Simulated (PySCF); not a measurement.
## Computed properties of AlCl2I, SMILES [Cl][Al]([Cl])[I]

AlCl2I, SMILES [Cl][Al]([Cl])[I]. Coordinates come from a B3LYP-D3(BJ)/def2-SVP optimisation. The def2 effective core potentials stand for the cores of I; spin–orbit coupling is left out. The values are those of a single conformer. All values are computed for the isolated molecule unless a solvent is named; none is compared with measurement here.

**Structure.** The optimised structure has C2v symmetry. All 6 harmonic modes at B3LYP-D3(BJ)/def2-SVP (PySCF) are real, so it is a minimum. With heavy atoms numbered as in [Al:1]([Cl:2])([Cl:3])[I:4], the shortest bond between them is Al1–Cl2 at 2.090 Å and the longest Al1–I4 at 2.454 Å.

**Vibrations.** The strongest infrared lines (harmonic, unscaled, degenerate partners summed) lie at 537 cm⁻¹ (167 km/mol, Al 67 %, Cl 31 %), 620 cm⁻¹ (137 km/mol, Al 67 %, Cl 33 %), 181 cm⁻¹ (24 km/mol, Al 83 %, Cl 15 %). The softest mode is at 109 cm⁻¹ and the zero-point energy is 2.7 kcal/mol.

**Electronic structure.** PBE0/def2-TZVPD (PySCF) places the frontier levels at -8.24 and -1.76 eV, a gap of 6.48 eV, and gives a dipole moment of 0.69 D and a mean polarisability of 86.5 bohr³.

**Excitations.** TDDFT-ωB97X/def2-SVPD (PySCF) has S1 at 5.65 eV (220 nm, f = 0.019, weak); the most intense of the 10 singlets computed lies at 7.41 eV (f = 0.35). T1 (TDA) is at 5.28 eV. No vertical singlet excitation falls in the visible range (under 3.1 eV).
